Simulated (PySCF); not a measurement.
C3H10AlNO (SMILES C[N](C)[Al]([CH3])[OH]), singlet, at a GFN2-xTB geometry (such geometries of metal compounds can be far from the true shape).

Input for PySCF:
```python
from pyscf import gto, scf
from pyscf.prop import polarizability

mol = gto.M(
    atom='''
Al   -0.402209   -0.072857   -0.668612
C    -0.671345   -1.941156   -1.308531
H     0.271552   -2.455114   -1.498348
H    -1.238685   -1.936403   -2.240272
H    -1.220358   -2.551179   -0.590410
O    -1.003492    1.196189   -1.522360
H    -1.325588    1.964423   -1.970340
N     0.510255    0.233009    0.863098
C     1.062729   -0.843409    1.657025
C     0.779483    1.532189    1.442949
H     2.152784   -0.752158    1.749232
H     0.639784   -0.849581    2.670004
H     0.832640   -1.794736    1.178289
H     0.345212    1.617702    2.447716
H     1.858829    1.715165    1.526569
H     0.343489    2.302703    0.808055
''',
    basis='6-31g',
    charge=0,
    spin=0,
    verbose=4,
)

mf = scf.RHF(mol)
mf.kernel()
alpha = mf.Polarizability().polarizability()[2, 2]
print('alpha_zz =', alpha)
```

**Question.** Predict the HOMO energy from HF/6-31G, polarisability (PySCF).

**Answer.** -8.95 eV

**Question.** What is the computed dipole moment (HF/6-31G, polarisability)?

**Answer.** 0.65 D

**Question.** What number of basis functions does HF/6-31G, polarisability give?

**Answer.** 78

**Question.** What is the computed total energy (HF/6-31G, polarisability)?

**Answer.** -490.6090 Eh

**Question.** Give the Mulliken (on the basis functions themselves) charges in atom order at the level HF/6-31G, polarisability.

**Answer.** Al1 1.71, C2 -0.93, H3 0.17, H4 0.18, H5 0.17, O6 -1.15, H7 0.46, N8 -1.09, C9 -0.18, C10 -0.18, H11 0.14, H12 0.14, H13 0.14, H14 0.14, H15 0.14, H16 0.15

**Question.** Give the polarisability along z at the level HF/6-31G, polarisability.

**Answer.** 58.6 bohr³
